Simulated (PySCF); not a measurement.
PySCF 2.14 output of an unrestricted B2PLYP calculation on a single atom or ion in aug-cc-pwCVTZ-X2C (11s10p8d4f, 109 functions), with the spin-free X2C one-electron Hamiltonian (Gaussian nucleus):

```
SCF conv_tol = 1e-09
number electrons alpha = 29  beta = 28
    A. D. Becke.,  Phys. Rev. A 38, 3098 (1988)
    C. Lee, W. Yang, and R. G. Parr.,  Phys. Rev. B 37, 785 (1988)
    B. Miehlich, A. Savin, H. Stoll, and H. Preuss.,  Chem. Phys. Lett. 157, 200 (1989)
cycle= 1 E= -8133.95374003603  delta_E= -0.00438  |g|= 0.0231  |ddm|= 0.445
cycle= 2 E= -8133.9542790351  delta_E= -0.000539  |g|= 0.0193  |ddm|= 0.168
cycle= 3 E= -8133.95453876646  delta_E= -0.00026  |g|= 0.0033  |ddm|= 0.0868
cycle= 4 E= -8133.95466045193  delta_E= -0.000122  |g|= 0.00237  |ddm|= 0.0676
cycle= 5 E= -8133.95481088948  delta_E= -0.00015  |g|= 0.00192  |ddm|= 0.107
cycle= 6 E= -8133.9549043833  delta_E= -9.35e-05  |g|= 0.00103  |ddm|= 0.104
cycle= 7 E= -8133.95493819542  delta_E= -3.38e-05  |g|= 0.000672  |ddm|= 0.0556
cycle= 8 E= -8133.95495561403  delta_E= -1.74e-05  |g|= 0.000401  |ddm|= 0.0497
cycle= 9 E= -8133.95496055456  delta_E= -4.94e-06  |g|= 0.000128  |ddm|= 0.0328
cycle= 10 E= -8133.9549611063  delta_E= -5.52e-07  |g|= 4.76e-05  |ddm|= 0.0106
cycle= 11 E= -8133.95496114697  delta_E= -4.07e-08  |g|= 1.06e-05  |ddm|= 0.00246
cycle= 12 E= -8133.95496114836  delta_E= -1.4e-09  |g|= 2.32e-06  |ddm|= 0.000422
cycle= 13 E= -8133.95496114844  delta_E= -7.91e-11  |g|= 5.46e-07  |ddm|= 0.000113
converged SCF energy = -8133.95496114844  <S^2> = 0.77132503  2S+1 = 2.0212125
```

The run itself started from symmetry-adapted Hartree-Fock orbitals and held the occupation by maximum overlap, on a logarithmic radial grid, so the iterations belong to that start.

**Question.** Which element, charge and spin multiplicity is this?

**Answer.** Ba⁻ (barium, charge -1), multiplicity 2; the state was [Xe] 5d1 6s2, 2D determinant. The SCF energy lacks the PT2 part of the double hybrid.

Spin-orbit coupling, absent here, splits the open shell strongly. The configuration of this anion was assumed by filling the next shell in order. It is not the known or likely ground configuration (Ca⁻, Sr⁻ and Ba⁻, for instance, bind a p electron), so these values are not the electron affinity of the element. At B2PLYP the highest occupied level has a positive energy, so only the finite basis holds that electron.
